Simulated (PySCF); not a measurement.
## A search over the determinants of SrF

Unrestricted PBE0; Sr def2-SVP with ECP28, F def2-SVP; scalar-relativistic core potentials (PySCF 2.14). Outer shells of the fragments: Sr 5s2; F 2s2 2p5.

Followed along the bond (rough minima from three points):

| 2Ms+1 | unpaired | ⟨S²⟩ at the start | R at minimum (Å) | Te (eV) |
| --- | --- | --- | --- | --- |
| 2 | σ ↑ | 0.75 | 2.09 | 0.00 |
| 4 | σ ↑, π ↑↑ | 3.75 | none in the scan | ≤ 7.02 |

Solutions found at the starting distance of 2.325 Å, counted from the lowest of them; the search is not exhaustive and high or unbound solutions are not listed, so other states can lie among these:

```csv
2Ms+1,unpaired,term,E (eV),⟨S²⟩,⟨Lz²⟩,μ (D)
2,σ ↑,²Σ⁺,0.00,0.75,0.00,-4.42
2,π ↑,²Π,1.68,0.75,1.00,-3.43
2,δ ↑,²Δ,2.04,0.75,4.00,-7.93
4,"σ ↑, π ↑↑",mixed,6.92,3.75,2.02,1.40
4,"σ ↑, π ↑↑",mixed,6.96,3.75,2.01,2.58
4,"σ ↑, π ↑, δ ↑",mixed,7.07,3.75,5.00,1.32
```

A term symbol is given only where ⟨S²⟩ and ⟨Lz²⟩ are close to those of a pure state; real π, δ and φ orbitals otherwise mix terms. A positive dipole means Sr(−)F(+).

Spin–orbit coupling is left out. Counting both spins, an empty level lies below a filled one in some of these solutions, because spin and occupation are held.
